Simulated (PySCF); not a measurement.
Isomers of C5H8ClFSi.

All values: PBE0/pcSseg-1 (PySCF) at GFN2-xTB geometries, gas phase, one conformer each.

**Question.** Rank by the lowest Hirshfeld charge on any atom, lowest value first.
A. `[CH2:1]=[C:2]1[CH2:3][C@@H:4]([SiH2:5][Cl:6])[C@H:7]1[F:8]` with C3–C4–Si5–Cl6 -74°, C1–C2–C3–C4 165°, C2–C3–C4–Si5 -104°, C3–C4–C7–F8 -128°, C1–C2–C7–C4 -165°
B. `[CH:1]#[C:2][CH2:3][C@@:4]([F:5])([Cl:6])[SiH2:7][CH3:8]` with C2–C3–C4–F5 -177°, C3–C4–Si7–C8 174°
C. `[CH2:1]=[C:2]1[CH2:3][Si@@H:4]([CH2:5][Cl:6])[C@H:7]1[F:8]` with C3–Si4–C5–Cl6 -83°, C1–C2–C3–Si4 162°, C2–C3–Si4–C5 -98°, C3–Si4–C7–F8 -128°, C1–C2–C7–Si4 -162°

**Answer.** B (-0.211 e), C (-0.164 e), A (-0.129 e).

**Question.** Rank by the lowest IAO charge on any atom, highest value first.
A. `[CH2:1]=[C:2]1[CH2:3][C@@H:4]([CH2:5][Cl:6])[Si@@H:7]1[F:8]` with C3–C4–C5–Cl6 169°
B. `[CH:1]#[C:2][CH2:3][C@@:4]([F:5])([Cl:6])[SiH2:7][CH3:8]` with C2–C3–C4–F5 -177°, C3–C4–Si7–C8 174°
C. `[CH2:1]=[C:2]1[CH2:3][C@@H:4]([SiH2:5][Cl:6])[C@H:7]1[F:8]` with C3–C4–Si5–Cl6 -74°, C1–C2–C3–C4 165°, C2–C3–C4–Si5 -104°, C3–C4–C7–F8 -128°, C1–C2–C7–C4 -165°
D. `[CH2:1]=[C:2]1[CH2:3][Si@@H:4]([CH2:5][Cl:6])[C@H:7]1[F:8]` with C3–Si4–C5–Cl6 -83°, C1–C2–C3–Si4 162°, C2–C3–Si4–C5 -98°, C3–Si4–C7–F8 -128°, C1–C2–C7–Si4 -162°

**Answer.** C (-0.418 e), A (-0.523 e), D (-0.554 e), B (-0.713 e).

**Question.** Rank by dipole moment, highest first.
A. `[CH2:1]=[C:2]1[CH2:3][C@@H:4]([SiH2:5][Cl:6])[C@H:7]1[F:8]` with C3–C4–Si5–Cl6 -74°, C1–C2–C3–C4 165°, C2–C3–C4–Si5 -104°, C3–C4–C7–F8 -128°, C1–C2–C7–C4 -165°
B. `[CH2:1]=[C:2]1[CH2:3][C@@H:4]([CH2:5][Cl:6])[Si@@H:7]1[F:8]` with C3–C4–C5–Cl6 169°
C. `[CH:1]#[C:2][CH2:3][C@@:4]([F:5])([Cl:6])[SiH2:7][CH3:8]` with C2–C3–C4–F5 -177°, C3–C4–Si7–C8 174°
D. `[CH2:1]=[C:2]1[CH2:3][Si@@H:4]([CH2:5][Cl:6])[C@H:7]1[F:8]` with C3–Si4–C5–Cl6 -83°, C1–C2–C3–Si4 162°, C2–C3–Si4–C5 -98°, C3–Si4–C7–F8 -128°, C1–C2–C7–Si4 -162°

**Answer.** B (3.20 D), A (2.01 D), C (1.81 D), D (1.27 D).

All values together:

```tsv
SMILES	μ (D)	HOMO (eV)	LUMO (eV)	lowest IAO charge (e)	highest IAO charge (e)	lowest Hirshfeld charge (e)	highest Hirshfeld charge (e)
C=C1C[C@@H]([SiH2]Cl)[C@H]1F	2.01	-7.72	-0.55	-0.418 (C)	+0.806 (Si)	-0.129 (Cl)	+0.336 (Si)
C=C1C[Si@@H](CCl)[C@H]1F	1.27	-7.37	-0.61	-0.554 (C)	+0.888 (Si)	-0.164 (C)	+0.365 (Si)
C#CC[C@@](F)(Cl)[SiH2]C	1.81	-7.98	0.27	-0.713 (C)	+0.761 (Si)	-0.211 (C)	+0.326 (Si)
C=C1C[C@@H](CCl)[Si@@H]1F	3.20	-7.90	-1.10	-0.523 (F)	+1.174 (Si)	-0.205 (F)	+0.433 (Si)
```

Conformers: `[CH2:1]=[C:2]1[CH2:3][C@@H:4]([SiH2:5][Cl:6])[C@H:7]1[F:8]` with C3–C4–Si5–Cl6 -74°, C1–C2–C3–C4 165°, C2–C3–C4–Si5 -104°, C3–C4–C7–F8 -128°, C1–C2–C7–C4 -165°; `[CH2:1]=[C:2]1[CH2:3][Si@@H:4]([CH2:5][Cl:6])[C@H:7]1[F:8]` with C3–Si4–C5–Cl6 -83°, C1–C2–C3–Si4 162°, C2–C3–Si4–C5 -98°, C3–Si4–C7–F8 -128°, C1–C2–C7–Si4 -162°; `[CH:1]#[C:2][CH2:3][C@@:4]([F:5])([Cl:6])[SiH2:7][CH3:8]` with C2–C3–C4–F5 -177°, C3–C4–Si7–C8 174°; `[CH2:1]=[C:2]1[CH2:3][C@@H:4]([CH2:5][Cl:6])[Si@@H:7]1[F:8]` with C3–C4–C5–Cl6 169°.
